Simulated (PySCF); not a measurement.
Atoms are numbered as in `[CH2:1]=[CH:2]/[CH:3]=[CH:4]/[CH2:5][O:6][SiH3:7]` (H(Xn): hydrogen on atom n). Ha(C1) is cis to C3; Hb(C1) is trans to C3.

How the numbers were obtained: NMR shieldings at PBE0/pcSseg-1/GIAO, GFN2-xTB structure, in PySCF 2.14 (isolated molecule, averaged over atoms made equivalent by symmetry, fast rotation or ring inversion, a single conformation, non-relativistic Hamiltonian).

Q: List the cross peaks expected in HSQC, COSY and HMBC spectra.

A: 

HSQC (one-bond C–H):
```tsv
δH	δC
6.64 (H(C2))	145.3 (C2)
6.34 (H(C3))	139.5 (C3)
6.18 (H(C4))	142.6 (C4)
5.52 (Ha(C1))	125.1 (C1)
5.45 (Hb(C1))	125.1 (C1)
4.38 (H(C5))	70.9 (C5)
```

COSY cross peaks (H two or three bonds apart, from the bond graph; peaks can be absent where the dihedral angle is near 90°):
```tsv
δH	δH
6.64 (H(C2))	6.34 (H(C3))
6.64 (H(C2))	5.52 (Ha(C1))
6.64 (H(C2))	5.45 (Hb(C1))
6.34 (H(C3))	6.18 (H(C4))
6.18 (H(C4))	4.38 (H(C5))
5.52 (Ha(C1))	5.45 (Hb(C1))
```

HMBC (two and three bonds, from the bond graph):
```tsv
δH	δC
6.64 (H(C2))	142.6 (C4), 139.5 (C3), 125.1 (C1)
6.34 (H(C3))	145.3 (C2), 142.6 (C4), 125.1 (C1), 70.9 (C5)
6.18 (H(C4))	145.3 (C2), 139.5 (C3), 70.9 (C5)
5.52 (Ha(C1))	145.3 (C2), 139.5 (C3)
5.45 (Hb(C1))	145.3 (C2), 139.5 (C3)
4.91 (H(Si7))	70.9 (C5)
4.38 (H(C5))	142.6 (C4), 139.5 (C3)
```

Referencing at the same level of theory: 1H (σ = 31.72 ppm), 13C (σ = 186.93 ppm) vs TMS.

Short H···H contacts in this conformer between protons four or more bonds apart (candidates for NOE cross peaks, intensity ∝ r⁻⁶): H(C3)···H(C5) 2.41 Å, H(C2)···H(C4) 2.47 Å, Ha(C1)···H(C3) 2.47 Å.

Shifts are as computed. Against solution values, carbons near 30 ppm lie about +3 ppm off and those near 130 ppm about +5 ppm. Of 1309 compounds with measured shifts, 239 miss one by over three times the rms of a fit or turn the order of signals round; such compounds aren't used in these exercises.
